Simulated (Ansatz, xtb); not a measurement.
# Ranking isomers of C4H5BO2

6 gas-phase structures of C4H5BO2, from a drawn sample of its isomers (lower ones may exist). Each was relaxed with GFN2-xTB:

A. `OC1=CC=C(O)B1`, a singlet
B. `OC1=CC(O)=CB1`, a singlet
C. `OC1=C(O)C=CB1`, a singlet
D. `OB1C=CC=C1O`, a singlet
E. `OB1C=CC(O)=C1`, a singlet
F. `OC1=CBC=C1O`, a singlet

Estimate their order in r2SCAN-D4/def2-SVP energy at these geometries, lowest first.

Calculated order at r2SCAN-D4/def2-SVP: E (0.0), D (5.9), F (38.1), B (42.6), C (56.4), A (59.4) kcal/mol.

Energies above the lowest of each column, in kcal/mol; the last columns are at PBE0-D3(BJ)/def2-SVP geometries and were run for some of them only (a dash: not run or not comparable):

```
structure  GFN2-xTB  HF/STO-3G  r2SCAN-D4/def2-SVP  PBE0-D3(BJ)/def2-SVP  CCSD(T)/def2-SVP + ΔMP2/def2-TZVPP
        E       0.0        0.0                 0.0                   0.0                                 0.0
        D       2.3        3.3                 5.9                   5.5                                 6.5
        F      22.5       38.2                38.1                  37.9                                41.1
        B      25.9       43.1                42.6                     –                                   –
        C      34.4       51.3                56.4                     –                                   –
        A      32.4       50.8                59.4                     –                                   –
```

Every level run on E puts it lowest or level with the lowest. Flexible structures stand in one conformer each, not always the lowest. Frequencies (GFN2-xTB) were run for D, E, F alone. ΔMP2 is the change of the MP2 energy from the smaller to the larger basis.

Over these structures GFN2-xTB departs from r2SCAN-D4/def2-SVP by 8.2 kcal/mol on average once a common shift is removed. A GFN2-xTB relaxation took about 0.054 s and the r2SCAN-D4/def2-SVP energy about 1.2 s on a shared host (Ansatz 0.2.0, xtb 6.7.1).
